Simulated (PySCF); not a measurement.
**Ionising SiAs**

r²SCAN; PySCF, scalar-relativistic core potentials, basis sets Si cc-pV(D+d)Z, As cc-pVDZ-PP with ECP10. Neutral (UKS): doublet (π ↑), Re = 2.186 Å, ωe = 495 cm⁻¹, De = 3.28 eV, HOMO -5.84 eV, LUMO -5.18 eV.

SiAs⁺ (UKS): triplet (π ↑↑), Re = 2.337 Å, ωe = 396 cm⁻¹, De = 3.03 eV to Si⁺ + As. The energies at the minima are -621.74884 hartree for SiAs and -621.43359 for SiAs⁺.

(1) Work out the adiabatic ionisation energy, without and with harmonic zero-point energies (1 hartree = 27.2114 eV, 1 eV = 8065.5 cm⁻¹), and the change of the bond length.

Spin–orbit coupling is left out. For an ion De counts to the pair picked by the measured ionisation energies or electron affinities, which need not be the lowest pair at this level. States were picked by a PBE0 search and need not be the measured ground states.

Results:

(1) At r²SCAN: 0.31525 hartree = 8.578 eV between the minima; the zero-point term (396.0 − 495.0)/2 cm⁻¹ = -0.006 eV makes it 8.572 eV. Re changes by +15.1 pm against the neutral. The electron leaves a π orbital, and the longer bond of the ion fits a bonding orbital, or a change in how ionic the bond is.
